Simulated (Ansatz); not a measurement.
Reactions of GeH7NO3Si (`[OH][GeH2][NH][SiH](O)O`).

Computed with Ansatz on PBE0-D4/def2-TZVP structures; ΔE is electronic, products minus reactants. CCSD(T)/CBS is the MP2 limit (def2-TZVPP, def2-QZVPP) plus CCSD(T) − MP2 in def2-TZVPP, frozen cores. This one scheme is used for every species. No spin–orbit coupling; open shells (•) take unrestricted orbitals. For Ge outer-core shells are correlated without core-valence functions, which leaves a few kJ/mol of doubt a bond. Scalar relativity is left out up to krypton. Each species was taken in one conformer, which may not be the lowest.

Order these by ΔE at CCSD(T)/CBS, lowest first. (Best estimate.)
A. `[OH][GeH2][NH][SiH](O)O` → `[NH][GeH2][OH]`• + `O[SiH]O`•
B. `[OH][GeH2][NH][SiH](O)O` + `[AlH3]` → `O[SiH](O)[AlH2]` + `[NH2][GeH2][OH]`
C. `[OH][GeH2][NH][SiH](O)O` + GeH₄ → `O[SiH](O)[GeH3]` + `[NH2][GeH2][OH]`
D. `[OH][GeH2][NH][SiH](O)O` + HCl → `[OH][GeH2][NH][SiH](O)Cl` + H₂O

D (+0.9 kcal/mol), C (+24.3 kcal/mol), B (+30.3 kcal/mol), A (+127.7 kcal/mol).

Largest T1 diagnostic: 0.015, for `O[SiH]O`•.
